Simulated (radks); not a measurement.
Problem. The table gives one normalised radial function P(r) = r R(r) of Be0.7+ in [He] 2s1.3 (r in bohr). Method: non-relativistic Kohn-Sham, BLYP, spin-unpolarised, spherical densities, point nucleus; computed with a radial shooting solver on a logarithmic mesh with Libxc functionals.

| r | P |
|---|---|
| 0.01259 | 0.0401 |
| 0.0155 | 0.0488 |
| 0.01893 | 0.0588 |
| 0.0233 | 0.0711 |
| 0.02869 | 0.0857 |
| 0.03533 | 0.1026 |
| 0.04315 | 0.1214 |
| 0.05312 | 0.1434 |
| 0.06541 | 0.1677 |
| 0.07989 | 0.1928 |
| 0.09836 | 0.2195 |
| 0.1211 | 0.2452 |
| 0.1491 | 0.2671 |
| 0.1821 | 0.2813 |
| 0.2242 | 0.2846 |
| 0.2761 | 0.2708 |
| 0.3372 | 0.2364 |
| 0.4151 | 0.1737 |
| 0.5111 | 0.0808 |
| 0.6293 | -0.0416 |
| 0.7686 | -0.1815 |
| 0.9464 | -0.3380 |
| 1.165 | -0.4864 |
| 1.423 | -0.6009 |
| 1.752 | -0.6671 |
| 2.157 | -0.6602 |
| 2.656 | -0.5795 |
| 3.244 | -0.4516 |
| 3.994 | -0.3008 |
| 4.918 | -0.1675 |
| 6.007 | -0.0779 |
| 7.396 | -0.0274 |

Which n and l does it have? It may be an empty orbital.

Solution. n = 2, l = 0: the number of nodes gives n - l - 1 = 1, the rise at small r (about r^(l+1)) gives l, and the extent must fit the shell. The curve is that of 2s. 2s: eigenvalue -11.048 eV, 1 radial node at r = 0.589 bohr, <r> = 2.37 bohr, 90 % of the charge inside 3.71 bohr.
